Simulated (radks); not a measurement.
Values are calculated unless marked as measured or tabulated.
Spherical quantum dot in the effective-mass picture: electrons in a well V = -V0 / (1 + exp((r - R)/a)) with V0 = 5.53, R = 3.97, a = 0.39, with a point charge +1 (a donor) at the centre, all in effective atomic units (hartree* = m*/eps^2 hartree, bohr* = eps/m* bohr), one dielectric constant everywhere. Level of theory: non-relativistic Kohn-Sham, exchange-only LDA, spin-polarised, spherical densities (a radial shooting solver with Libxc functionals). Levels are named by radial order and angular momentum (1s, 1p, 1d, 2s, ...), and open shells are averaged over m. Each electron was tried in the lowest free levels, single moves between levels near the top were tried too, and the lowest total energy was kept; such a search can miss a lower state. The series stops at N = 13: beyond it a trial failed or the search could not be trusted, so later rows were left out. At N = 1 the Hartree and exchange-correlation terms need not cancel, so that row can carry a self-interaction error.

\begin{tabular}{lrrrrrrr}
N & open shells & 2S & E (hartree*) & mu = E(N) - E(N-1) (hartree*) & addition energy mu(N+1) - mu(N) (hartree*) & e(HOMO) (hartree*) & rms radius (bohr*) \\ \hline
1 & 1s(up 1, down 0) & 1 & -5.93215 & -5.9321 & 0.6537 & -5.6795 & 1.449 \\
2 & none & 0 & -11.2106 & -5.2784 & 0.8864 & -5.0838 & 1.653 \\
3 & 1p(up 1, down 0) & 1 & -15.6026 & -4.3920 & 0.3294 & -4.2303 & 1.951 \\
4 & 1p(up 2, down 0) & 2 & -19.6653 & -4.0627 & 0.3376 & -3.8941 & 2.108 \\
5 & 1p(up 3, down 0) & 3 & -23.3903 & -3.7250 & 0.4625 & -3.5561 & 2.214 \\
6 & 1p(up 3, down 1) & 2 & -26.6528 & -3.2625 & 0.3030 & -3.1143 & 2.300 \\
7 & 1p(up 3, down 2) & 1 & -29.6124 & -2.9595 & 0.3137 & -2.8034 & 2.368 \\
8 & none & 0 & -32.2582 & -2.6458 & 0.6846 & -2.4879 & 2.426 \\
9 & 1d(up 1, down 0) & 1 & -34.2194 & -1.9612 & 0.2967 & -1.8131 & 2.494 \\
10 & 1d(up 2, down 0) & 2 & -35.8838 & -1.6644 & 0.2975 & -1.5157 & 2.551 \\
11 & 1d(up 3, down 0) & 3 & -37.2507 & -1.3669 & 0.2973 & -1.2182 & 2.600 \\
12 & 1d(up 4, down 0) & 4 & -38.3204 & -1.0696 & 0.2964 & -0.92125 & 2.644 \\
13 & 1d(up 5, down 0) & 5 & -39.0936 & -0.77322 & - & -0.62539 & 2.683 \\
\end{tabular}

All shells are closed at N = 2, 8 (there: 1s2 1p6); the second difference of the energy has clear peaks (12 % above both neighbours; the first and last values, which can be the largest, are not judged, and half-filled shells can peak too) at N = 2, 5, 8.
